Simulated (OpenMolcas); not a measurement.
CH3BNO− (SMILES N#C[BH2-]O): name the method

The species is CH3BNO− (7 atoms), meant as a singlet with charge -1. As SMILES, `N#C[BH2-]O`. Geometry: relaxed at GFN2-xTB. This is one conformer, not always the lowest.

```xyz
7

N     0.2561   -1.9682    1.2399
C     0.2584   -0.9326    0.7229
B     0.2632    0.4511   -0.0318
O    -1.1042    0.7485   -0.5981
H     1.1131    0.3604   -0.9279
H     0.5508    1.3340    0.7501
H    -1.3376    0.0067   -1.1551
```

A calculation with OpenMolcas 26.06 gave:

```
total energy  : -192.5836 Eh
HOMO energy   : -5.01 eV
LUMO energy   : 10.87 eV
HOMO–LUMO gap : 15.88 eV
largest force : 2.527 eV/Å
```

Which of these levels gave the numbers?
A. PBE/cc-pVDZ
B. PBE0/def2-SVP
C. B3LYP/6-31G* (spherical functions)
D. HF/3-21G

D. The others give -194.7970 Eh (B3LYP/6-31G* (spherical functions)), -194.4285 Eh (PBE0/def2-SVP), -194.5730 Eh (PBE/cc-pVDZ).
